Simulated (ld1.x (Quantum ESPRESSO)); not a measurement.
## What one change does to a pseudopotential (vanadium (V), TM)

ld1.x (Quantum ESPRESSO) 7.5 input, shortened:

```
&input
   title='V', zed=23., rel=1, dft='PZ', iswitch=3,
   config='[Ar] 3d3 4s2 4p0'
 /
 &inputp
   pseudotype=2, tm=.true., lloc=2,
   nlcc=.false.
 /
3
3S  1  0   2.00   0.00  1.20  1.20  0.0
3P  2  1   6.00   0.00  0.90  0.90  0.0
3D  3  2   3.00   0.00  2.15  2.15  0.0
 &test
   configts(1)='3s2 3p6 3d3 4s2 4p0'
 /
```

Occupied shells without a wave of their own: 4s. They enter only through the test configuration that unscreens the potential.

Change: wave 3d (bound): rc 2.15 bohr becomes 3d (bound): rc 1.76 bohr.

Cutoffs: the cutoffs (Ry, on a coarse ladder) from which the occupation-weighted sum of valence levels, in a spherical-Bessel basis at the reference potential, stays within 10 and 1 mRy of its value at 400 Ry; they do not see the model core or the augmentation charge, which bear on the density cutoff. Errors are all-electron minus pseudo energies relative to the spin-unpolarised reference configuration.

What does the change do?

The potential gets neither clearly harder nor softer (100 Ry and 180 Ry → 100 Ry and 180 Ry); the d channel sets the loose cutoff, while the largest relative change is in p, which becomes softer; of the 9 tests that both files solve, the error grows in 0 and shrinks in 7 by more than 15 % and 0.3 meV (median size 157.6 → 71.7 meV); neither file shows a bound ghost. Less of the atom is replaced, so other configurations are described better.

```csv
quantity,base,changed
"cutoff, loose",100 Ry,100 Ry
"cutoff, tight",180 Ry,180 Ry
loose cutoff by channel (10 mRy a level),"s 55 Ry, p 60 Ry, d 45 Ry","s 50 Ry, p 45 Ry, d 60 Ry"
bound ghosts,none,none
"largest miss of a reference level, eV",0.06,0.00
"error for 3s2 3p6 3d3 4s1 4p0, meV [ΔE 7.94 eV]",+41,-7.5
"error for 3s2 3p6 3d3 4s0 4p0, meV [ΔE 22.49 eV]",-77,-72
"error for 3s2 3p6 3d2 4s0 4p0, meV [ΔE 51.64 eV]",-559,-291
"error for 3s2 3p6 3d3.5 4s1.5 4p0, meV [ΔE 0.03 eV]",+64,+15
"error for 3s2 3p6 3d3 4s0 4p2, meV [ΔE 7.00 eV]",-541,-263
"error for 3s2 3p6 3d4 4s0 4p0, meV [ΔE 7.38 eV]",+285,+69
"error for 3s2 3p6 3d2 4s2 4p1, meV [ΔE 5.91 eV]",-126,-68
"error for 3s2 3p6 3d3 4s2 4p0 (spin-polarised), meV [ΔE -1.63 eV]",+158,+149
"error for 3s2 3p6 3d3 4s1 4p0 (spin-polarised), meV [ΔE 5.57 eV]",+209,+153
```

Base: The 4s level has no wave, so the channel is fitted at the deeper level alone: the likely source of the large errors. Changed file: The 4s level has no wave, so the channel is fitted at the deeper level alone: the likely source of the large errors.
